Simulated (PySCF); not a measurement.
**Distorted geometries of [Eu(H2O)3]2+**

[Eu(H2O)3]2+ (singlet in the valence; each metal's 4f electrons, 7 of them, lie in its core potential, out of spins and levels). PySCF 2.14.0, RKS r2SCAN, Eu lcecp-0-SVP with ECP53, O def2-SVP, H def2-SVP; non-relativistic Hamiltonian with scalar-relativistic core potentials where named; density fitting; no spin-orbit coupling. Relaxed geometry:

```xyz
10

Eu    0.0000    0.0000    0.0000
O     2.5117    0.0000    0.0000
H     3.1171   -0.6219    0.4444
H     3.1171    0.6220   -0.4444
O    -1.2559    2.1752    0.0000
H    -1.0199    3.0105    0.4444
H    -2.0972    2.3885   -0.4444
O    -1.2558   -2.1752    0.0000
H    -2.0972   -2.3885    0.4444
H    -1.0199   -3.0105   -0.4444
```

Problem. Order these distorted geometries by energy above the relaxed one, lowest first.
A.
```xyz
10

Eu    0.1967   -0.0052   -0.1586
O     2.4765    0.0776    0.0918
H     3.3083   -0.5560    0.5179
H     2.9788    0.6334   -0.2835
O    -1.0995    2.3581    0.0214
H    -1.0664    2.9704    0.4084
H    -2.1880    2.4941   -0.3682
O    -1.4998   -2.3468   -0.1503
H    -2.2231   -2.4270    0.4044
H    -0.8835   -3.1985   -0.4833
```
B.
```xyz
10

Eu   -0.0211    0.0316    0.0009
O     2.4748    0.0311   -0.0038
H     3.0788   -0.6416    0.4686
H     3.1977    0.6510   -0.4067
O    -1.3030    2.1644    0.0037
H    -1.0434    2.9918    0.4353
H    -2.0673    2.3694   -0.4976
O    -1.2447   -2.1728   -0.0002
H    -2.0754   -2.3768    0.4466
H    -0.9964   -3.0482   -0.4467
```
C.
```xyz
10

Eu    0.0949   -0.0598    0.1056
O     2.4624   -0.0191    0.1547
H     3.1096   -0.5985    0.3609
H     3.0448    0.6066   -0.4199
O    -1.2659    2.4093   -0.1184
H    -1.0205    2.9033    0.2050
H    -1.9970    2.5209   -0.4618
O    -1.3333   -2.3662   -0.0976
H    -2.0693   -2.4897    0.5176
H    -1.0257   -2.9068   -0.2461
```

Solution. B (0.21 eV), A (5.89 eV), C (15.19 eV).

Problem. Which forces (eV/Å) act in the one that lies 5.89 eV up?

Solution. 
```
Eu   -2.32  -0.05  -0.04
O    -1.43  -9.87   6.60
H    -3.48   2.10  -1.33
H     6.44   7.89  -5.20
O    -6.70 -26.66 -18.72
H     2.21  26.86  17.20
H     4.71  -0.82   1.44
O     6.69  -0.48  -3.81
H    -2.52  -1.68   1.92
H    -3.59   2.71   1.93
```
Forces carry noise of the integration grid, about 0.01 to 0.03 eV/Å.

No frequency check is given that shows the relaxed geometry to be a minimum. An lcecp potential fixes the number of 4f electrons, so in runs with it no electron can move into or out of that shell.
